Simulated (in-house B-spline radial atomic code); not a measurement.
RPA and G0W0 on CAM-B3LYP: Ar VIII (Ar7+)

Configuration [Ne] 3s1, highest spin, mean-field start CAM-B3LYP. Computed with a B-spline radial code for spherical atoms: all electrons, scalar-relativistic (spin-free one-electron X2C), finite nucleus, each spin shell either full or empty, empty states to l = 9 with an (l + 1/2)⁻⁴ tail; G0W0 by contour deformation at full frequency.

Command:
```bash
python run_gw.py task.json out
```
Settings (radii: box in bohr, nucleus in fm):
```
Z                        18
electrons                11
configuration            [Ne] 3s1
hamiltonian              x2c
method                   camb3lyp
lmax                     9
rms_radius               3.4274
spin_polarised           True
box_radius               8.41
intervals                67
ion_configuration        [He] 2s2 2p6
```

Cost of the run: 2.2 s on 1 thread of Arm Neoverse V2, with other jobs on the host.

Energies (hartree):

```csv
term,value
mean-field total,-513.45485
Hartree-Fock functional on these orbitals,-512.99595
direct second order,-0.71563
second-order exchange,0.26863
SOSEX correction,0.25253
```

Q: What is the RPA correlation energy, and what remains with SOSEX?

A: RPA gives -0.66278 hartree (-1.64 eV per electron); RPA + SOSEX gives -0.41025, and the second-order doubles -0.447 hartree (no singles). SOSEX takes back 38 % of the RPA value.

Quasi-particle levels (eV):

```csv
level,occupied,mean field,Σx - vxc,Σc,QP weight,G0W0
3s up,yes,-139.63,-3.41,?,?,?
2p down,yes,-376.77,-21.29,2.83,0.972,-395.22
2p up,yes,-377.34,-21.54,2.89,0.964,-396.00
2s down,yes,-444.52,-29.31,4.61,0.912,-469.22
3s down,no,-129.39,7.47,-2.44,0.965,-124.36
```

G0W0 = mean field + (Σx - vxc) + Σc, with Σc (partial-wave tail included) taken at the quasi-particle energy. Only the outer levels were computed.

Q: Where does G0W0 put 3s up?

A: At -144.70 eV, with Σc = -1.66 eV and a quasi-particle weight of 0.980. The tabulated removal energy is 143.457 ± 0.0012 eV (NIST, semi-empirical); the calculation leaves out spin-orbit coupling, Breit and QED terms, and what these don't explain is the method's own error.

Q: What does it cost to remove one electron (to [He] 2s2 2p6) by differences of total energies, each species on its own start (correlation terms add to the Hartree-Fock functional)?

A: CAM-B3LYP 144.72 eV, Hartree-Fock functional 142.93 eV, + RPA 144.25 eV, + RPA + SOSEX 143.42 eV, + second order 143.52 eV. Tabulated: 143.457 ± 0.0012 eV (NIST, semi-empirical); the calculation leaves out spin-orbit coupling, Breit and QED terms, and what these don't explain is the method's own error.
